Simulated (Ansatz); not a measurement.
`BC(B)=C` + H₂O → `BC(=C)O` + BH₃  (formal hydrolysis of a C–B bond)

Gas-phase electronic energies from Ansatz, PBE0-D4/def2-TZVP geometries. CCSD(T)/CBS is the MP2 limit (def2-TZVPP, def2-QZVPP) plus CCSD(T) − MP2 in def2-TZVPP, frozen cores. This one scheme is used for every species. One conformer a species, not always the lowest.

```
  species  HF/CBS(def2) energy (Eh)
`BC(B)=C`                -128.59670
      H₂O                 -76.06721
`BC(=C)O`                -178.23293
      BH₃                 -26.40255
```

Q: Work out ΔE.

A: ΔE = (-178.23293) + (-26.40255) − (-128.59670) − (-76.06721) = 0.02843 Eh = +74.6 kJ/mol. CCSD(T)/CBS gives +80.7 kJ/mol.

Largest T1 diagnostic among the species: 0.013.

At CCSD(T), def2-SVP lies −19.1 kJ/mol from the extrapolated value and def2-TZVPP −4.8 kJ/mol. From BLYP to BHLYP (50 % exact exchange), in def2-TZVPP and without D4, ΔE moves by +12.2 kJ/mol.
